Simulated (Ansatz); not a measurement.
Mulliken charges of C$_{2}$H$_{2}$OTe, SMILES `O=C=C[TeH]` from PBE/def2-TZVPP in Ansatz (PBE0-D4/def2-TZVP geometry).

```csv
atom,x (Å),y (Å),z (Å),charge (e)
O1,0.250,-2.110,0.947,-0.092
C2,0.423,-1.086,0.440,0.178
C3,0.588,0.071,-0.147,-0.333
Te4,-1.056,0.779,-1.214,0.164
H5,1.529,0.598,-0.104,0.102
H6,-1.691,1.684,0.032,-0.018
```

Problem. By hand: the dipole of these point charges (1 e Å = 4.8032 D).

Solution. Σ q r = (-0.130, 0.136, -0.170) e Å, of length 0.254 e Å = 1.22 D.

Problem. How does the dipole of the full density compare? (Best estimate.)

Solution. The calculation gave: (0.077, 0.235, -0.077) e Å, 1.24 D; the point charges give 0.98 times that, at 58° from its direction.

Point charges leave out the atoms' own dipoles, such as those of lone pairs, and Mulliken's split depends on the basis, so the two needn't agree.
